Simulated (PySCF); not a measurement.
Computed shifts of a molecule C4H8Si, HF/pcSseg-1 in PySCF, GIAO, gas phase, atoms alike by connectivity averaged where their shifts nearly agree, in ppm (number of nuclei): ¹³C: 142.2 (2), 11.3 (2). ²⁹Si: -25.3 (1). ¹H: 6.34 (2), 4.33 (2), 1.63 (4). References: ¹³C against TMS (σ = 192.6 ppm); ²⁹Si against TMS (σ = 393.8 ppm); ¹H against TMS (σ = 31.99 ppm), references at their B3LYP-D3(BJ)/def2-TZVP geometries, non-relativistic. Coordinates come from a PBE0-D3(BJ)/def2-SVP optimisation. Other conformers were not sampled.

**Question.** Identify the compound among the candidates.
A) CC1=C[SiH2]C1
B) C=C/C=C/[SiH3]
C) C=CC(=C)[SiH3]
D) C1=CC[SiH2]C1

**Answer.** D, C1=CC[SiH2]C1
